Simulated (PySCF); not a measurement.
Compound: CH5BFNO.
SMILES with atom numbers: `[NH2:1][BH:2][O:3][CH2:4][F:5]` (hydrogens: H6, H7 on N1; H8 on B2; H9, H10 on C4)

Level of theory: MP2 and CCSD/aug-cc-pVDZ in PySCF, restricted Hartree–Fock reference, 5 core orbitals frozen, non-relativistic, gas phase, PBE0-D3(BJ)/def2-SVP geometry.

E(HF) = -294.33998 Eh.

**Question.** How large is the problem?

**Answer.** 160 basis functions and 40 electrons; 5 orbitals frozen, which leaves o = 15 correlated occupied and v = 140 virtual orbitals. That is o·v = 2100 singles and o·v(o·v + 1)/2 = 2206050 distinct closed-shell doubles amplitudes before symmetry; the costliest CCSD step grows as o²v⁴ = 8.6 × 10^10.

**Question.** What are the MP2 and CCSD correlation energies?

**Answer.** MP2 -0.8085 Eh and CCSD -0.8435 Eh, which gives totals of -295.14846 and -295.18351 Eh. That is 0.765 eV for each correlated electron at CCSD (2215 kJ/mol in all, 0.286 % of the total energy); MP2 gives 95.8 % of the CCSD value.

**Question.** What is the T1 diagnostic?

**Answer.** 0.0137, below the customary warning level of 0.02. It is the norm of the spatial-orbital singles amplitudes over the root of the number of correlated electrons, so the norm is 0.075.

**Question.** How does correlation change the dipole moment?

**Answer.** HF gives 1.68 D and CCSD (unrelaxed density) 1.69 D, a change of +0.01 D; the two vectors are 8° apart.

No triples correction and no basis-set extrapolation were made.

Shape of the structure used: `[NH2:1][BH:2][O:3][CH2:4][F:5]`: N1–B2–O3–C4 11°, B2–O3–C4–F5 -61°, H–N1–B2–O3 180°, H–N1–B2–O3 11°.

One conformer stands for the species.
